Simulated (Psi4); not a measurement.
HCl3Si, charge -1, doublet, geometry from GFN2-xTB (a state made from the parent by changing its charge; the spin is typed, not shown lowest) (a gas-phase anion, which may not be bound at this level). Base run: CCSD(T)/3-21G in Psi4.

Here is a job for Psi4.
```
memory 2 GB

molecule {
-1 2
  Si    0.24470920    0.27168732    0.12676686
  Cl   -1.09335905   -1.23658447   -0.34820121
  Cl   -1.27515476    1.96775416    0.22818236
  Cl    2.14529555   -0.97049972   -0.07733403
  H     0.36878146    0.26498816    1.58026276
}

set basis 3-21g
set reference uhf

energy('ccsd(t)')
print_variables()
```

Each row names what was changed in the base input (with any setting that the change needs).

```tsv
change	ΔE vs base (mEh)	MP2 correlation (Eh)	CC correlation without the perturbative part (Eh)	basis functions	core-seconds (rough)	outcome
base	0.000	-0.19300	-0.21748	54	40	converged
scf_type = pk; mp2_type = conv	0.000	-0.19300	-0.21748	54	40	converged
cc_type = df	-	-	-	-	-	input refused
method = mp2	28.469	-0.19295	-	54	1	converged
method = scs-mp2	30.243	-0.19300	-	54	1	converged
method = lccd	___	-0.19300	-	54	5	converged
puream = on	0.000	-0.19300	-0.21748	54	40	converged
method = ccsd	___	-0.19300	-0.21748	54	10	converged
puream = off	0.000	-0.19300	-0.21748	54	40	converged
method = mp3	12.018	-0.19295	-	54	2	converged
```

**Question.** Complete the blanks.

**Answer.** 
- method = lccd, ΔE vs base (mEh): 4.732
- method = ccsd, ΔE vs base (mEh): 3.667

Open shells are given as the SCF converged; they aren't shown to be the lowest states, and a large step between rows can be another state.

A gas-phase anion may not be bound at this level; its values then depend on the basis.

- cc_type = df: ended with `psi4.driver.p4util.exceptions.MissingMethodError: Method=ccsd(t) is not available for any derivative level under conditions CC_TYPE=DF, REFERENCE=UHF, FREEZE_CORE=FALSE, QC_MODULE=(auto). See https://psicode.org/psi4manual/master/introduction.html#ss-ccsd-prt-`
